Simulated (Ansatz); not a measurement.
```yaml
crystal:
  periodic: [false, false, false]
  atoms:
    - {symbol: F, position_ang: [2.084318, 3.661829, 2.156646]}
    - {symbol: C, position_ang: [-0.024744, 2.762179, 0.333701]}
    - {symbol: N, position_ang: [0.644545, 0.023673, -0.906047]}
    - {symbol: Al, position_ang: [-0.330656, -3.678539, -0.132151]}
    - {symbol: H, position_ang: [-0.461259, 4.439556, -0.938423]}
    - {symbol: H, position_ang: [-2.163872, 1.985955, 1.730946]}
    - {symbol: H, position_ang: [2.170557, 0.477941, -2.812541]}
    - {symbol: H, position_ang: [0.697146, -6.677630, -1.986362]}
    - {symbol: H, position_ang: [-2.867766, -3.729757, 2.460471]}
basis:
  gaussian: {orbitals: STO-3G}
hamiltonian: {xc: {name: HSE06}, dispersion: d3bjatm}
```

```sh
$ ansatz run in.yaml --threads 2 --pin off --events-out ev --progress --plain --max-ram 4352MiB
```

Shortened log:

```
Functional definition: HSE06
333 factors; integrals over basis functions are off by at most 3.4e-5 eV
75 factors; integrals over basis functions are off by at most 1.9e-7 eV
mean field evaluation 1: about -11653.4435 eV, gradient 7.9e1 eV
mean field evaluation 2: about -11238.5074 eV, gradient 4.5e1 eV
mean field evaluation 4: about -11594.4346 eV, gradient 4.9e1 eV
mean field evaluation 8: about -11712.9955 eV, gradient 7.3e0 eV
mean field evaluation 16: about -11714.5351 eV, gradient 1.4e-1 eV
mean field evaluation 64: about -11714.4997 eV, gradient 2.4e-1 eV
mean field evaluation 160: about -11714.4974 eV, gradient 1.3e-1 eV
mean field evaluation 192: about -11714.4222 eV, gradient 4.3e-1 eV
mean field -11714.53664502 eV, -430.5012813064 hartree, gradient 2.8e-6 eV, S^2 0.000000; 10 other end points of the search recorded, 0 dependent functions left out
reference -11714.53668200 eV, -430.5012826652 hartree; 20, 20 occupied and 9, 9 virtual orbitals, 333 factors
Total energy: -11714.61614985 eV, -430.5042030551 hartree
```

In this input the geometry is stretched to more than twice its size. The calculation finished and met its thresholds. The result belongs to that input, not to the molecule as meant.
